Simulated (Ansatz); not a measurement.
Ansatz (a program for electronic structure) input:

Ansatz 0.2 input:
```yaml
crystal:
  periodic: [false, false, false]
  atoms:
    - {symbol: Os, position_ang: [-0.00000000, -0.00000000, -0.15871225]}
    - {symbol: O, position_ang: [0.00000000, 0.00000000, 1.50776638]}
basis:
  gaussian:
    orbitals: def2-TZVP
hamiltonian:
  xc: b3lyp
  dispersion: d3bj
magnetization: {spin_polarized: true, initial_magnetization: 2}
phonons: {temperatures: {t_min: 298.15, t_max: 298.15, t_step: 100}}
```

### Question
What final total energy does it print?

### Answer
-165.87093 Eh (B3LYP-D3(BJ)/def2-TZVP). The basis has 71 functions.

The spin state was set by rule; other spins were not relaxed.
